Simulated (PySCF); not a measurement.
# Unknown compound

Molecular formula: C₂F₆. Simulated spectra:

$^{13}$C{$^{1}$H} NMR (computed): δ 127.3 (C, 2C).

Theory: shielding tensors at B97-2/pcSseg-2 (GIAO), structure optimised with PBE0-D3(BJ)/def2-TZVP, in PySCF (non-relativistic Hamiltonian, one computed conformer, rapidly exchanging positions averaged, no solvent model).

Scale: TMS for $^{13}$C (reference shieldings calculated alike).

Task: Deduce the structure.

Result: 
1. Rings plus π bonds: 0.
2. 1 carbon signal for 2 carbons: some carbons are equivalent by symmetry or fast rotation.
3. Carbon types of the structure: 2 × C.
4. δC 127.3: CF3 carbon; 3 electronegative neighbours deshield it.

The compound is hexafluoroethane (FC(F)(F)C(F)(F)F).

The shifts were computed for this structure.

Splittings by $^{19}$F in the carbon and heteronuclear signals aren't shown, as no couplings were computed. Shifts are as computed. Against solution values, carbons near 30 ppm lie about +3 ppm off and those near 130 ppm about +7 ppm. Of 1211 compounds with measured shifts, 218 miss one by over three times the rms of a fit or turn the order of signals round; such compounds aren't used in these exercises.
